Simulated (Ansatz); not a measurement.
Input (X2C-CCSDT(Q)/aug-cc-pwCVTZ-DK; Ansatz, a first-principles code): The .json basis holds the Basis Set Exchange's core-valence set for the 3d metal and cc-pVXZ-DK of the same size for its partners.

Ansatz 0.2 input:
```yaml
crystal:
  periodic: [false, false, false]
  atoms:
    - {symbol: Cr, position_ang: [0.00000000, 0.00000000, 0.00000000]}
basis:
  gaussian:
    orbitals: aug-cc-pwCVTZ-DK.json
total_charge: 1
magnetization: {spin_polarized: true, initial_magnetization: 5}
correlation: {method: ccsdt_q, frozen_orbitals: {Cr: 5}}
scf: {lower_state_search: full}
```

Output:

```
Functional definition: HF
integrals: 0.56 GiB planned
1172 factors; integrals over basis functions are off by at most 1.2e-7 eV
mean field: 0.53 GiB planned
mean field evaluation 1: about -28549.6991 eV, gradient 6.3e1 eV
mean field evaluation 2: about -28549.6992 eV, gradient 6.3e1 eV
mean field evaluation 4: about -28556.6446 eV, gradient 7.6e-1 eV
mean field evaluation 8: about -28556.6472 eV, gradient 2.6e-4 eV
mean field evaluation 16: about -28555.8880 eV, gradient 3.6e-1 eV
mean field evaluation 32: about -28553.2759 eV, gradient 2.8e1 eV
mean field evaluation 64: about -28553.8484 eV, gradient 3.6e1 eV
mean field evaluation 96: about -28551.7148 eV, gradient 1.1e0 eV
mean field evaluation 128: about -28555.8923 eV, gradient 1.2e-6 eV
mean field evaluation 160: about -28555.7455 eV, gradient 6.5e0 eV
mean field evaluation 192: about -28555.8902 eV, gradient 1.2e-3 eV
mean field evaluation 224: about -28555.8902 eV, gradient 5.7e-2 eV
mean field evaluation 256: about -28555.8904 eV, gradient 7.3e-3 eV
mean field evaluation 288: about -28555.8918 eV, gradient 2.8e-2 eV
mean field evaluation 320: about -28555.8902 eV, gradient 8.9e-4 eV
mean field evaluation 352: about -28551.7423 eV, gradient 1.5e-2 eV
mean field evaluation 384: about -28551.7409 eV, gradient 4.1e-1 eV
mean field evaluation 416: about -28551.7423 eV, gradient 5.9e-4 eV
mean field evaluation 448: about -28551.6620 eV, gradient 1.1e-1 eV
mean field evaluation 480: about -28551.6381 eV, gradient 8.2e-2 eV
mean field evaluation 512: about -28548.3896 eV, gradient 1.0e-1 eV
mean field evaluation 544: about -28554.9656 eV, gradient 1.7e1 eV
mean field evaluation 576: about -28555.8898 eV, gradient 2.4e-1 eV
mean field evaluation 608: about -28555.8922 eV, gradient 1.3e-2 eV
mean field -28556.64715278 eV, -1049.4374264739 hartree, gradient 1.1e-6 eV, S^2 8.750099; 12 other end points of the search recorded, 0 dependent functions left out
determinant -28556.64715278 eV, -1049.4374264739 hartree, with singles and doubles -28569.70802818 eV, -1049.9174047922 hartree
determinant -28555.89233252 eV, -1049.4096873411 hartree, with singles and doubles -28568.28844732 eV, -1049.8652361574 hartree
determinant -28555.89024209 eV, -1049.4096105194 hartree, with singles and doubles -28568.28577447 eV, -1049.8651379321 hartree
determinant -28555.85594527 eV, -1049.4083501343 hartree, with singles and doubles -28568.34692674 eV, -1049.8673852365 hartree
5 core orbitals not correlated
reference -28556.64715278 eV, -1049.4374264739 hartree; 9, 4 occupied and 113, 118 virtual orbitals, 1172 factors
second order -13.20800525 eV of doubles, -0.00000000 eV of singles
coupled cluster: 8.50 GiB planned
cycle   1  -12.78727661 eV  change    4.2e-1 eV  update   6.0e-2
cycle   2  -13.14416258 eV  change   -3.6e-1 eV  update   3.1e-2
cycle   3  -13.33076753 eV  change   -1.9e-1 eV  update   9.0e-3
cycle   4  -13.33189268 eV  change   -1.1e-3 eV  update   3.3e-3
cycle   5  -13.31520580 eV  change    1.7e-2 eV  update   1.4e-3
cycle   6  -13.31331814 eV  change    1.9e-3 eV  update   6.4e-4
cycle   7  -13.31483360 eV  change   -1.5e-3 eV  update   1.7e-4
cycle   8  -13.31534134 eV  change   -5.1e-4 eV  update   8.2e-5
cycle   9  -13.31514113 eV  change    2.0e-4 eV  update   2.6e-5
cycle  10  -13.31515371 eV  change   -1.3e-5 eV  update   1.1e-5
cycle  11  -13.31511292 eV  change    4.1e-5 eV  update   4.4e-6
cycle  12  -13.31511831 eV  change   -5.4e-6 eV  update   1.6e-6
cycle  13  -13.31511455 eV  change    3.8e-6 eV  update   4.6e-7
cycle  14  -13.31511484 eV  change   -2.9e-7 eV  update   2.0e-7
perturbative correction -0.00866484 eV, -0.0003184268 hartree
Total energy: -28569.97093246 eV, -1049.9270663459 hartree
Relativity: scalar
```
